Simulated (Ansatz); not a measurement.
Basis-set extrapolation for `O=C1[SiH2]SS1` (PBE0-D4/def2-TZVP geometry, frozen core, the Gaussian-basis code of Ansatz). Multiplicity 1, RHF reference.

|  | def2-TZVPP | def2-QZVPP |
| --- | --- | --- |
| HF | -1197.973395 | -1198.009766 |
| MP2 correlation | -0.837996 | -0.907582 |
| CCSD(T) correlation | -0.921168 | not run |

Energies in hartree. Use E(X) = E(∞) + A·exp(−7.88·√X) for Hartree–Fock and E(X) = E(∞) + B·X^(−2.97) for correlation, with X = 3 and 4, and add CCSD(T) minus MP2 of the smaller set to the MP2 limit.

Q: What is the CCSD(T) energy at the basis-set limit?

A: HF limit: -1198.009766 + (-0.036371) × 0.13774 = -1198.01478. MP2 limit: -0.907582 + (-0.069586) × 0.74074 = -0.95913. Higher-order term: -0.921168 − (-0.837996) = -0.08317. Total: -1199.05708 hartree, 102.0 kcal/mol below CCSD(T)/def2-TZVPP.
